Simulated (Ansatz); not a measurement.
Mulliken charges of CH₅ClOSi, SMILES `CO[SiH2]Cl` from B3LYP/def2-TZVPP in Ansatz (PBE0-D4/def2-TZVP geometry).

| atom | x (Å) | y (Å) | z (Å) | charge (e) |
| --- | --- | --- | --- | --- |
| C1 | -0.841 | 0.987 | 0.447 | -0.127 |
| O2 | 0.418 | 0.685 | -0.117 | -0.366 |
| Si3 | 0.891 | -0.805 | -0.563 | 0.571 |
| Cl4 | 0.958 | -2.073 | 1.056 | -0.263 |
| H5 | -0.940 | 2.072 | 0.490 | 0.116 |
| H6 | -0.921 | 0.584 | 1.461 | 0.111 |
| H7 | -1.659 | 0.584 | -0.160 | 0.098 |
| H8 | 2.251 | -0.672 | -1.115 | -0.062 |
| H9 | -0.070 | -1.410 | -1.516 | -0.078 |

Question: By hand: the dipole of these point charges (1 e Å = 4.8032 D).

Answer: Σ q r = (-0.297, 0.224, -0.222) e Å, of length 0.433 e Å = 2.08 D.

Question: How does the dipole of the full density compare? (Estimate.)

Answer: The calculation gave: (-0.248, 0.162, -0.107) e Å, 1.51 D; the point charges give 1.38 times that, at 12° from its direction.

Point charges leave out the atoms' own dipoles, such as those of lone pairs, and Mulliken's split depends on the basis, so the two needn't agree.

B3LYP here is the variant with VWN-RPA as its local correlation; programs differ in this.
